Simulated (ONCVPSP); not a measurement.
Which change was made? (Ge, ONCV)

ONCVPSP 4.0.1 input, shortened (lines: element, Z, core and valence counts, functional; n l f; lmax; l rc ep ncon nbas qcut; lloc lpopt rc5 dvloc0; l nproj debl; icmod fcfact rcfact), LDA (Perdew-Wang 92), scalar-relativistic:

```
  Ge 32.00    5    3  -001012      upf
    1    0    2.00
    2    0    2.00
    2    1    6.00
    3    0    2.00
    3    1    6.00
    3    2   10.00
    4    0    2.00
    4    1    2.00
    2
    0    1.60    0.00    4    8    3.70
    1    1.60    0.00    4    9    5.10
    2    0.65    0.00    4    7   16.70
    2    5    0.65    0.00
    0    2    1.80
    1    2    1.80
    2    0    1.60
    0    0.00    0.00
```

Cutoffs, loose and tight: the cutoffs (Ha) at which the residual kinetic energy of the hardest occupied pseudo-wave falls to 1 and 0.1 mHa per electron. They do not see the model core or the augmentation charge, which bear on the density cutoff. Test errors are all-electron minus pseudo excitation energies from the reference, over the configurations 3d10 4s2 4p1; 3d10 4s2 4p0; 3d10 4s1 4p0; 3d9 4s2 4p3; variants that change the core or the reference have their own tests.

The base gives: outcome: generated; cutoff, loose: 373 Ha; cutoff, tight: 441 Ha; bound ghosts: s, p; GHOST(+) flags above zero: s; largest test error (meV): -446.

Task: After one change the result is: outcome: generated, projector energies reset by the program; cutoff, loose: 374 Ha; cutoff, tight: 441 Ha; bound ghosts: s, p; GHOST(+) flags above zero: s; largest test error (meV): 3 of 4 tests not solved or not reliable. Which change was it?
A. reference 3d10 4s1; wave 4p: rc 1.60 bohr, ncon 4, nbas 9, qcut 5.1 1/bohr, 2 projectors, debl 1.8 Ha becomes p scattering state at 0.17 Ha: rc 1.60 bohr, ncon 4, nbas 9, qcut 5.1 1/bohr, 2 projectors, debl 1.8 Ha
B. d: rc 0.56
C. all radii scaled by about 1.15 (s 1.84, p 1.84, d 0.76 bohr)

Result: A. The others give: d: rc 0.56 → outcome: generated; cutoff, loose: 532 Ha; cutoff, tight: 643 Ha; bound ghosts: s, p; GHOST(+) flags above zero: s; largest test error (meV): -433 | all radii scaled by about 1.15 (s 1.84, p 1.84, d 0.76 bohr) → outcome: generated; cutoff, loose: 140 Ha; cutoff, tight: 289 Ha; bound ghosts: s, p; GHOST(+) flags above zero: s; largest test error (meV): -452.
